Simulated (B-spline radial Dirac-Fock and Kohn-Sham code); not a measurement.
# Dipole and non-dipole photoemission parameters of Yb³⁺ 5p1/2

System: ytterbium as Yb³⁺, [Xe] 4f13; threshold 68.13 eV (orbital energy of the model). Method: Dirac-Hartree-Slater photoionisation with a Latter tail; cross sections with all multipoles, angular parameters from the dipole term and its interference with E2. Computed with a B-spline atomic structure program.

For linearly polarised light dσ/dΩ = σ/(4π) [1 + β P₂(cos θ) + (δ + γ cos²θ) sin θ cos φ], with θ from the polarisation vector and φ the angle between the beam and the projection of the electron momentum on the plane normal to the polarisation.

```
hν (eV)  σ (kb)       β       γ       δ
     80     469   1.738   0.222  -0.019
    113     142   0.861   0.410  -0.029
    200    39.5  -0.031  -0.041   0.029
    214       ?       ?       ?       ?
    300    24.7   0.499   0.033   0.040
    400    19.2   0.909   0.192   0.030
    437    17.8   1.019   0.237   0.027
    456    17.2   1.067   0.256   0.025
    474    16.6   1.109   0.273   0.023
    533    14.8   1.222   0.313   0.019
    583    13.5   1.297   0.334   0.015
    600    13.1   1.319   0.339   0.014
    745    10.3   1.459   0.344   0.008
   1220    5.56   1.646   0.208   0.000
 1253.6    5.36   1.652   0.198   0.000
   1600    3.77   1.694   0.101  -0.002
   2350    2.05   1.719  -0.008  -0.004
 2984.4    1.35   1.713  -0.017  -0.004
   3030    1.31   1.713  -0.015  -0.004
   5050   0.493   1.660   0.176  -0.003
   5150   0.473   1.658   0.189  -0.003
 5414.7   0.427   1.650   0.225  -0.002
   5490   0.415   1.648   0.235  -0.002
   8390   0.166   1.565   0.638   0.009
   9430   0.127   1.538   0.774   0.014
  11300  0.0831   1.493   1.004   0.024
  11400  0.0814   1.491   1.016   0.025
```

Q: Give the values at 214 eV.

A: σ = 36.1 kb, β = 0.029, γ = -0.061, δ = 0.034.
